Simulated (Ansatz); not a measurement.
Ansatz (a program for electronic structure) input:
A basis named .json is the Basis Set Exchange file of that set.

Ansatz 0.2 input:
```yaml
crystal:
  periodic: [false, false, false]
  atoms:
    - {symbol: Co, position_ang: [0.26637771, -0.27087133, -0.08195417]}
    - {symbol: O, position_ang: [1.46670872, -1.52395391, -0.42560113]}
    - {symbol: H, position_ang: [1.63789866, -2.34823045, 0.03481713]}
    - {symbol: S, position_ang: [-1.17769954, 1.32095094, 0.26496736]}
    - {symbol: H, position_ang: [-1.72057397, 0.71817271, 1.34327657]}
basis:
  gaussian:
    orbitals: def2-TZVPPD.json
    fitting: {mean_field: def2-universal-jkfit, correlation: def2-TZVPPD-RIFIT.json}
total_charge: -1
magnetization: {spin_polarized: true, initial_magnetization: 2}
correlation: {method: mp2, electrons: outside_noble_gas}
```

Problem. Which total energy does the run end on?

Solution. -1855.79920 Eh (RI-MP2/def2-TZVPPD). The basis has 192 functions.

This state (charge -1, triplet) is run at the relaxed geometry of the species with charge 0 and multiplicity 4.

The determinant is spin-contaminated: <S^2> is 2.79 against 2.00 for a pure state.
